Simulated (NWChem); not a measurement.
## Correlation energy of hydrogen bromide (HBr)

```xyz
2

Br     0.0000     0.0000     0.0395
H      0.0000     0.0000    -1.3829
```
Charge 0, spin multiplicity 1.

All runs are NWChem calculations. The geometry was optimised at PBE0/def2-SVP, a minimum by its harmonic frequencies.

Basis set: def2-TZVP. Each correlation energy counts from its own Hartree-Fock reference.

| method | correlation energy (mHa) | difference from CCSD(T) |
|---|---|---|
| MP2 | -284.0 | +19.1 |
| SCS-MP2 | -268.8 | +34.4 |
| CR-CCSD[T] | -302.0 | +1.1 |
| CR-CCSD(T) | -301.8 | +1.3 |
| CCSD | -294.5 | +8.6 |
| CCSD+T(CCSD) | -303.4 | -0.3 |
| CCSD(T) | -303.1 | 0.0 |

The values span 34.6 mHa, from CCSD+T(CCSD) (lowest) to SCS-MP2 (highest). 

The Hamiltonian is non-relativistic. The correlated methods keep 9 core orbitals frozen. Differences from the coupled-cluster row are differences between methods, not errors against experiment.
